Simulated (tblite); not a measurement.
Species: C₂H₂NO₃S (charge -1).
Numbering: `[N:1]#[C:2][CH2:3][O:4][S@@:5](=[O:6])[O-:7]` (hydrogens: H8, H9 on C3)

Structure optimised with GFN2-xTB, isolated species.

(1) List the bond lengths, angles and torsions at this level.

Answers

(1) 
```csv
bond,length (pm),order
N1≡C2,114.8,triple
C2–C3,143.9,single
C3–O4,137.9,single
O4–S5,185.3,single
"S5=O6, S5–O7",147.4,double/single
C3–H8,110.9,single
C3–H9,110.9,single
```

Bonds in one row agree within 1 pm and their mean is given. Orders are formal, as drawn. A selection of angles:
```csv
angle,degrees
N1–C2–C3,179.3
C2–C3–O4,111.9
C2–C3–H8,108.4
C2–C3–H9,108.3
O4–C3–H8,110.4
O4–C3–H9,110.4
H8–C3–H9,107.3
C3–O4–S5,106.9
O4–S5–O6,101.7
O6–S5–O7,111.5
```

Torsions: C2–C3–O4–S5 180° (antiperiplanar); C3–O4–S5–O6 -57° (synclinal).

S5 (sulfur bonded to 3 O) is pyramidal (angles 111.5°, 101.8° and 101.7°, sum 315.1°, 0.63 Å off the plane of its three neighbours). Of the pairs four or more bonds apart, O6···H9 is among the closest relative to their van der Waals radii: 2.42 Å, 89 % of the sum of Bondi's values. The 3 O–S bonds span 1.474 Å (S5–O7, drawn single in one of several resonance forms) to 1.853 Å (O4–S5, drawn single), a spread of 0.379 Å. O4 (oxygen bonded to C and S) is bent (angle 106.9°).

Point group: Cs (tolerance 0.08 Å). GFN2-xTB frequencies show an imaginary mode (26i cm⁻¹), so the point is no minimum at that level.

Hardware: Arm Neoverse V2, one thread, shared host. Cost: 0.11 s. This is the geometry optimisation.

One conformer stands for the species.

The numbers are calculated, not measured.
